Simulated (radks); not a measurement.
Spherical quantum dot in the effective-mass picture: electrons in a well V = -V0 / (1 + exp((r - R)/a)) with V0 = 17.5, R = 3.19, a = 0.19, with a point charge +2 (a donor) at the centre, all in effective atomic units (hartree* = m*/eps^2 hartree, bohr* = eps/m* bohr), one dielectric constant everywhere. Calculated with a radial shooting solver with Libxc functionals: non-relativistic Kohn-Sham, exchange-only LDA, spin-polarised, spherical densities. Levels are named by radial order and angular momentum (1s, 1p, 1d, 2s, ...), and open shells are averaged over m.

N = 4, configuration 1s2 1p(up 2, down 0). This is the lowest configuration that the search found. Occupied and some empty levels:

level    occupation  eigenvalue (hartree*)  <r> (bohr*)
1s up             1                -16.892       0.9878
1s down           1                -16.807       0.9293
1p up             2                -15.848        1.764
1p down           0                -15.665        1.754
2s up             0                -15.550        1.653
2s down           0                -15.407        1.694
1d up             0                -15.115        1.985
1d down           0                -14.924        1.988
1f up             0                -14.282        2.125
1f down           0                -14.094        2.132

Energy (hartree*): total -70.2308, kinetic 4.6033, external -78.635, Hartree 5.3545, exchange-correlation -1.5539.
